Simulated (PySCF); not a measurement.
Ar²⁺: ionisation energy

Ar²⁺ [Ne] 3s2 3p4 (3P) → Ar³⁺ [Ne] 3s2 3p3 (4S), as a difference of total energies. Calculation: PySCF 2.14, in def2-TZVP (5s5p2d1f, 37 functions); the non-relativistic Hamiltonian (point nucleus). Correlated levels: valence: [Ne] frozen. The calculations carry no spin-orbit coupling.

```tsv
method	ionisation energy (eV)	difference from reference (eV)
UHF	39.373	-1.362
MN15	40.992	+0.257
PBE0	40.722	-0.013
MP2 (valence)	40.152	-0.583
SCS-MP2 (valence)	40.233	-0.502
CCSD (valence)	40.262	-0.473
CCSD(T) (valence)	40.289	-0.446
```

Reference: 40.735 ± 0.012 eV (semi-empirical (NIST evaluation); NIST Atomic Spectra Database, ionization energies).

The reference lies between the lowest fine-structure levels, while these numbers refer to the centres of the terms.

Errors of the correlated levels include the incompleteness of this basis and the frozen core.
